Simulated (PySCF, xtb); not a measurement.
Si(Cl)(I)2(Me) (CH3ClI2Si), SMILES C[Si](Cl)(I)I.

Harmonic wavenumbers (cm⁻¹) from GFN2-xTB (xtb) at its own minimum, in rising order: 73, 102, 120, 142, 146, 151, 303, 435, 516, 763, 836, 837, 1375, 1462, 1463, 3034, 3035, 3041.

Question: What does PBE-D3(BJ)/def2-SVP (PySCF 2.14.0) give at its own minimum? (Estimate from the structure and the level; the computed values follow.)

Answer: 78, 111, 153, 160, 171, 176, 287, 395, 531, 713, 774, 781, 1207, 1366, 1368, 2981, 3093, 3099. Paired by order, the mean absolute difference is 49 cm⁻¹ and the zero-point energies are 25.5 and 24.9 kcal/mol.
